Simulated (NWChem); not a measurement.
CH$_{7}$Si$_{2}$ cation

```xyz
10

Si     0.1591    -1.5942    -0.0001
C     -0.8630    -0.1290    -0.0009
Si     0.2061     1.5322     0.0039
H      0.6456    -2.1920     1.2639
H      0.6524    -2.1889    -1.2629
H     -1.4807    -0.0589    -0.9129
H     -1.4849    -0.0614     0.9085
H     -0.8192     2.6044     0.0094
H      1.0406     1.5187    -1.2261
H      1.0442     1.5100     1.2313
```
Atoms are numbered in this order, from 1.

Level: PBE0/def2-SVP (NWChem), optimised geometry, unscaled harmonic frequencies. 

### Question
List the harmonic frequencies with IR intensities, and the thermochemistry.

### Answer
```tsv
frequency (cm⁻¹)	IR intensity (km/mol)
84	0.0
123	8.0
181	0.3
498	5.7
538	52.0
552	0.7
571	10.8
731	86.4
817	97.3
836	78.2
902	201.3
919	24.0
927	54.7
934	32.3
1003	2.1
1011	197.7
1355	15.5
2268	18.0
2290	44.5
2303	6.0
2303	18.4
2348	6.0
3072	28.1
3165	33.5
```

- zero-point energy: 42.5 kcal/mol
- thermal correction to the enthalpy at 298.15 K (with zero-point energy): 47.0 kcal/mol
- heat capacity Cv: 21.1 cal/(mol K)
- entropy at 298.15 K and 1 atm (symmetry number 1): 76.7 cal/(mol K)

Rigid rotor and harmonic oscillator; modes under 100 cm⁻¹ make the entropy uncertain.
